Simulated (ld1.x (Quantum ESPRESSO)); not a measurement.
**Transferability test, TM potential for iron (Fe)**

* Element: Fe
* Generator: ld1.x (Quantum ESPRESSO) 7.5
* Type: norm-conserving Troullier–Martins (Kleinman–Bylander form)
* Functional: PBE
* Relativity: scalar-relativistic
* Frozen core: [Ar]
* Valence charge: 8
* Reference configuration: 3d6 4s0 4p0 (charge +2)
* Partial waves: 4p (bound, empty): rc 2.45 bohr; 3d (bound): rc 1.25 bohr; 4f channel at 0.35 Ry: rc 1.95 bohr; 4s (bound, empty): rc 1.80 bohr
* Local potential: the s channel
* Core correction: a·sin(br)/r model core inside 0.75 bohr

Energies are relative to the spin-unpolarised reference configuration 3d6 4s0 4p0; without spin polarisation the order of configurations can differ from experiment. Not all tests gave a result: 1 of 7 tests not solved or not reliable. Left out of the table: 3d4 4s0 4p0 (solver errors, printed error -2.7 eV).

(1) Give the all-electron excitation energy and the error of the potential for: 3d6 4s2 4p0; 3d6 4s1 4p0; 3d5 4s0 4p0; 3d6 4s0 4p1; 3d6.5 4s1.5 4p0; 3d5 4s2 4p1.

Levels in the configuration 3d6 4s0 4p1:

```csv
level,all-electron (eV),pseudo (eV)
3d,-17.371,-17.450
4p,-8.082,-8.073
```

Answers

(1)

```tsv
valence configuration	charge	ΔE all-electron (eV)	error AE − PS (meV)
3d6 4s2 4p0	0	-24.932	-29
3d6 4s1 4p0	+1	-16.203	-11
3d5 4s0 4p0	+3	34.223	-590
3d6 4s0 4p1	+1	-11.149	-5.3
3d6.5 4s1.5 4p0	0	-25.659	-46
3d5 4s2 4p1	0	-16.185	-668
```
